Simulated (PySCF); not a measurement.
The same gas-phase reaction for Al, Ga, In:
- 2 AlH3 + Br2 → 2 AlBr + 3 H2
- 2 GaH3 + Br2 → 2 GaBr + 3 H2
- 2 InH3 + Br2 → 2 InBr + 3 H2

Computed with PySCF (xtb for GFN2) and rigid-rotor harmonic-oscillator thermochemistry at 1 bar. † marks an energy on the PBE0/def2-TZVP geometry and frequencies; other levels use their own. MP2 and CCSD(T) freeze the core. All species are closed-shell singlets. B3LYP is the form with VWN-RPA correlation. In: scalar-relativistic def2 core potential, no spin-orbit coupling. Br, Ga: all electrons, no relativistic terms. AlH3, GaH3, InH3: computed as isolated molecules; such fragments, hydroxides, amides, oligomers or adducts are transient or little studied in the gas. MP2 isn't extrapolated to the basis-set limit. CCSD(T) isn't extrapolated to the basis-set limit.

ΔH°(298 K) in kJ, by level:

```json
[
 {"level": "ωB97M-V/def2-TZVP†", "Al": "-286.0", "Ga": "[?]", "In": "-470.2"},
 {"level": "B3LYP/def2-TZVP†", "Al": "-275.1", "Ga": "[?]", "In": "-530.1"},
 {"level": "GFN2-xTB", "Al": "243.4", "Ga": "[?]", "In": "-552.0"},
 {"level": "CCSD(T)/def2-SVP†", "Al": "-278.2", "Ga": "[?]", "In": "-491.0"},
 {"level": "MP2/def2-SVP†", "Al": "-278.5", "Ga": "[?]", "In": "-501.2"},
 {"level": "ωB97X-V/def2-TZVP†", "Al": "-239.2", "Ga": "-316.0", "In": "-457.0"},
 {"level": "M06-2X/def2-TZVP†", "Al": "-325.0", "Ga": "[?]", "In": "-541.4"},
 {"level": "PBE0/def2-QZVP†", "Al": "-260.9", "Ga": "[?]", "In": "-479.5"}
]
```

**Question.** What belongs in the gaps?

**Answer.** 
- ωB97M-V/def2-TZVP†, Ga: -348.2
- B3LYP/def2-TZVP†, Ga: -380.1
- GFN2-xTB, Ga: -382.8
- CCSD(T)/def2-SVP†, Ga: -335.9
- MP2/def2-SVP†, Ga: -335.1
- M06-2X/def2-TZVP†, Ga: -387.9
- PBE0/def2-QZVP†, Ga: -330.2
